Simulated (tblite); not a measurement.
Compound: C7H8OSe2.
Numbering: `[CH3:1][Se:2][c:3]1[cH:4][cH:5][c:6]([C:7]([CH3:8])=[O:9])[se:10]1` (hydrogens: H11, H12, H13 on C1; H14 on C4; H15 on C5; H16, H17, H18 on C8)

Computed with GFN2-xTB (tblite), gas phase: L-BFGS steps from a force-field or distance-geometry start until the largest atomic force falls under 0.01 eV/Å.

Geometry at step 16:
```
atom  x, y, z in Å
C1     -4.0827    0.4463   -0.1425
Se2    -3.0219   -0.9127   -1.1033
C3     -1.2532   -0.5561   -0.5371
C4     -0.8283   -0.2579    0.7334
C5      0.5588   -0.0982    0.8599
C6      1.2607   -0.2858   -0.3024
C7      2.6802   -0.2013   -0.5701
C8      3.5338    0.1704    0.6105
O9      3.1071   -0.3996   -1.6909
Se10    0.1651   -0.6796   -1.7588
H11    -4.2119    0.1783    0.9067
H12    -3.6181    1.4294   -0.2473
H13    -5.0487    0.4026   -0.6511
H14    -1.4895   -0.1548    1.5762
H15     1.0540    0.1275    1.7904
H16     3.4000   -0.5757    1.3894
H17     4.5829    0.2400    0.3418
H18     3.2029    1.1337    0.9894
```

Question: What forces act on the atoms?

Answer: 
```csv
atom,Fx (eV/Å),Fy (eV/Å),Fz (eV/Å)
C1,0.034,-0.115,-0.025
Se2,-0.113,0.066,-0.009
C3,0.076,0.024,0.032
C4,0.017,0.055,0.041
C5,-0.019,-0.034,0.012
C6,0.068,0.016,-0.031
C7,0.123,0.070,-0.071
C8,0.074,0.041,0.067
O9,-0.048,-0.037,-0.001
Se10,-0.120,-0.039,-0.027
H11,0.097,0.023,-0.120
H12,-0.108,-0.228,-0.021
H13,0.109,0.179,0.131
H14,-0.128,0.000,-0.026
H15,-0.154,0.012,0.025
H16,0.067,-0.002,0.056
H17,0.016,-0.075,-0.099
H18,0.008,0.041,0.065
```

The largest, 0.25 eV/Å, acts on H12 (H13 within 3 % of it); the rms over all components is 0.078 eV/Å. The forces sum to zero within rounding, as they must for an isolated molecule in no field.

Question: Give the force on H12 in Eh/bohr and in nN.

Answer: 0.253 eV/Å ÷ 51.422 = 0.00492 Eh/bohr, and 0.253 eV/Å × 1.602 = 0.41 nN.

Question: How far is this geometry from the end of the optimisation?

Answer: 0.095 eV above it, and 0.432 Å rms away after alignment. The bonds farthest from their final lengths, with half the difference of the two atoms' forces along the bond (positive lengthens):

```tsv
bond	now (Å)	final (Å)	force along bond (eV/Å)
C1–Se2	1.974	1.954	-0.11
C6–Se10	1.865	1.878	+0.06
C1–H13	1.093	1.087	-0.08
C3–Se10	1.876	1.871	-0.05
C1–H12	1.092	1.087	-0.08
Se2–C3	1.891	1.887	+0.09
```

The angle farthest from its final value is Se2–C1–H13, 102.8° against 106.4°.

Of the 2 listed bonds off by 0.010 Å or more, this force points towards the final length in 2.

The cost below is that of the whole relaxation. On one thread of an Arm Neoverse V1, shared host, this took 1.3 s of wall time.
